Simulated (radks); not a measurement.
Dipole-allowed excitations along the series with 2 electrons in [He]. Method: scalar-relativistic Kohn-Sham, LDA (Slater exchange, Perdew-Wang correlation), spin-unpolarised, spherical densities, finite nucleus; Fermi nuclear charge, rms radius of each element as measured or else 0.836 A^(1/3) + 0.57 fm; computed with a radial shooting solver on a logarithmic mesh with Libxc functionals. Time-dependent linear response with the Hartree and adiabatic LDA kernel, continuum included through the Sternheimer equations, no spin-orbit coupling, so fine structure and intercombination lines are absent. Lines are the poles of the dipole polarisability below minus the highest occupied eigenvalue, found on a grid refined at the orbital gaps; the lowest seven at most are given, and weak or close lines can be missed. The first line takes the name of the lowest orbital gap if no other gap lies below it; otherwise a line is named after a gap within 0.6 % of it, if that gap stands alone.

species,-e(HOMO) (eV),lowest orbital gap (eV),first line (eV),f,static alpha (bohr^3)
Be2+,130.80,1s-2p 113.91,114.06 (1s-2p),0.399,0.05664
B3+,229.19,1s-2p 193.07,193.48 (1s-2p),0.493,0.02092
C4+,354.80,1s-2p 292.62,293.32 (1s-2p),0.553,0.009435
N5+,507.66,1s-2p 412.61,413.63 (1s-2p),0.596,0.004859
